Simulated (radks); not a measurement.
Question: Valence configurations of Ge II (all share [Ar]). Calculated with a radial shooting solver on a logarithmic mesh with Libxc functionals: scalar-relativistic Kohn-Sham, LDA (Slater exchange, Perdew-Wang correlation), spin-polarised, spherical densities, finite nucleus; open shells are filled with parallel spins first; Fermi nuclear charge, rms radius 4.0742 fm. Order these by energy: 3d9 4p4; 3d10 4s1.5 4p1.5; 3d9 4s2 4p2; 3d10 4s1 4p2; 3d10 4s2 4p1; 3d9 4s1 4p3; 3d9.5 4s1 4p2.5; 3d9.5 4s2 4p1.5; 3d10 4p3; 3d9 4s0.5 4p3.5.

Answer: From the lowest, in eV above it: 3d10 4s2 4p1 0.000; 3d10 4s1.5 4p1.5 3.742; 3d10 4s1 4p2 7.053; 3d9.5 4s2 4p1.5 14.242; 3d10 4p3 16.077; 3d9.5 4s1 4p2.5 21.271; 3d9 4s2 4p2 30.311; 3d9 4s1 4p3 37.294; 3d9 4s0.5 4p3.5 43.773; 3d9 4p4 49.837. NIST lists [Ar] 3d10 4s2 4p1 as the ground configuration; this level of theory agrees among the configurations tried. The energies are those of spherical high-spin densities, not of single terms.
